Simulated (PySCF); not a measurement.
# NMR parameters of BMe2(CCH)

BMe2(CCH), C4H7B, point group C2.

Cartesian coordinates in Å; atom numbers follow the order of the lines, from 1:
```xyz
12

B     0.0467    0.0543    0.0029
C     1.6155    0.0190   -0.0370
H     1.9380   -0.0606    1.0203
H     2.0666    0.9414   -0.4323
H     2.0333   -0.8591   -0.5503
C    -0.7487    1.4074    0.0219
H    -0.9856    1.6322   -1.0369
H    -0.1592    2.2576    0.3969
H    -1.7138    1.3545    0.5462
C    -0.7299   -1.2680    0.0255
C    -1.3500   -2.3181    0.0401
H    -1.8974   -3.2434    0.0536
```

GIAO calculations in PySCF on the PBE0-D3(BJ)/def2-SVP structure: isolated species, non-relativistic, equivalent atoms averaged; basis pcSseg-1.

Q: Give the isotropic shieldings (ppm) with B3LYP, PBE0.

A: 
| atoms | environment | B3LYP | PBE0 |
| --- | --- | --- | --- |
| C11 | carbon bonded to C, H | 59.3 | 61.8 |
| C10 | carbon bonded to C, B | 82.0 | 86.8 |
| C2/C6 | carbon bonded to B, 3 H | 161.8 | 166.5 |
| B1 | boron bonded to 3 C | 24.3 | 27.8 |
| H12 | hydrogen on a carbon bonded to C | 27.25 | 27.01 |
| H3/H4/H5/H7/H8/H9 | hydrogen on a carbon bonded to B | 30.40 | 30.24 |
| HOMO–LUMO gap (eV) | – | 5.89 | 6.31 |

Q: And the chemical shifts, against references computed in the same way?

A: 
```tsv
atoms	nucleus, reference	B3LYP	PBE0
C11	13C, TMS	120.0	122.6
C10	13C, TMS	97.2	97.6
C2/C6	13C, TMS	17.4	17.9
B1	11B, BF3·OEt2	73.6	72.9
H12	1H, TMS	4.13	4.26
H3/H4/H5/H7/H8/H9	1H, TMS	0.98	1.02
```

Q: Which part of the shielding of C11 depends on the functional?

A: Diamagnetic: B3LYP 262, PBE0 262 ppm; paramagnetic: B3LYP -202, PBE0 -201 ppm.

Q: What couplings does B3LYP/pcJ-1 (spin–dipole term only in couplings to heteroatoms) give?

A: 1J(C11,H12) = 261.8, 1J(C10,C11) = 157.0, 1J(C2,H3) = 125.4, 1J(B1,C10) = 90.2, 1J(B1,C2) = 54.4, 2J(C10,H12) = 44.7, 2J(B1,C11) = 17.6, 2J(H3,H4) = -15.5, 2J(C2,C10) = 6.3, 2J(B1,H3) = -4.8, 2J(C2,C6) = 4.4, 3J(H3,C10) = 3.6, 3J(C2,H7) = 3.3, 3J(B1,H12) = 3.1 Hz (averaged over equivalent pairs; isotopes 13C, 1H, 11B).
